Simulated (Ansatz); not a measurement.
The cluster Li₆⁻, relaxed as a quartet with UKS r2SCAN/def2-TZVPD in Ansatz, starting from the r2SCAN/def2-TZVPD geometry of the charge -1 doublet. Force threshold 0.02 eV/Å.

The highest occupied level of the charge -1 quartet lies above zero (up to 0.39 eV). The electron is either unbound and held by the finite basis, or the level is raised by self-interaction error. At r2SCAN/def2-TZVPD a doublet of charge -1 lies 0.24 eV below the quartet, each at its own geometry. The structure comes from a short search, and lower isomers may exist.

Start:

```xyz
6

Li    0.189    0.413    2.105
Li    1.680    1.179   -0.560
Li   -1.693   -1.162    0.530
Li   -0.177   -0.439   -2.105
Li    1.115   -1.836    0.131
Li   -1.114    1.845   -0.101
```

```tsv
step	energy (eV)	largest force component (eV/Å)	SCF passes
1	-1226.3335	0.131	143
2	-1226.3797	0.077	81
3	-1226.4177	0.042	88
4	-1226.4463	0.041	79
5	-1226.4687	0.059	78
6	-1226.4819	0.020	63
7	-1226.4822	0.025	62
8	-1226.4848	0.016	63
9	-1226.4929	0.032	62
10	-1226.5210	0.061	72
11	-1226.5624	0.069	61
12	-1226.5956	0.042	73
13	-1226.6069	0.040	70
14	-1226.6078	0.024	74
15	-1226.6087	0.002	65
```

Force components are those of the run's own axes.

End:

```
atom   x (Å)   y (Å)   z (Å)
 Li1  -0.352   1.588   2.545
 Li2   1.446   0.496   0.112
 Li3  -0.903  -1.007   0.724
 Li4  -0.302  -0.402  -2.148
 Li5   1.329  -2.504  -1.044
 Li6  -1.218   1.829  -0.190
```

Bonds formed: Li2–Li3 (atoms count from 1).

The force fell under the threshold at step 8, but the optimiser went on and released 0.124 eV more. No frequencies were taken in this run, so the end may be a saddle point.

It took 73 s on 4 threads of Arm Neoverse V2 on a shared host.
